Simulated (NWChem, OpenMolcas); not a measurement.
## Exact exchange and the dipole moment of GeF2

GeF2: 3 atoms, total charge 0, spin state singlet. SMILES: `[F][Ge][F]`. The coordinates come from a PBE0-D4/def2-TZVP relaxation.

The dipole moment y, in D, basis def2-TZVPP; a is the functional's share of exact exchange. Programs: NWChem 7.3.0, OpenMolcas 26.06.

| functional | program | a | y (D) |
| --- | --- | --- | --- |
| revPBE | NWChem | 0 | 2.25 |
| r2SCAN | NWChem | 0 | 2.31 |
| B3LYP | NWChem | 0.2 | ? |
| PBE0 | OpenMolcas | 0.25 | 2.47 |
| BHLYP | NWChem | 0.5 | 2.70 |

**Question.** Fit y = c + s·a to the known rows and predict B3LYP.

**Answer.** 
1. Means of the 4 rows: a = 0.1875, y = 2.433.
2. Σ(Δa)² = 0.17188, Σ(Δa·Δy) = 0.14313, so the slope is 0.14313/0.17188 = 0.83273.
3. Intercept: 2.433 − (0.83273) × 0.1875 = 2.277. The largest residual of the fit is 0.033.
4. B3LYP: 2.277 + (0.83273) × 0.2 = 2.44 D.

The run gave 2.55 D, so the prediction is off by -0.11 D, more than the scatter of the fit. More exact exchange makes the molecule more polar here. The rows mix families of semi-local functionals, which the line can't see.
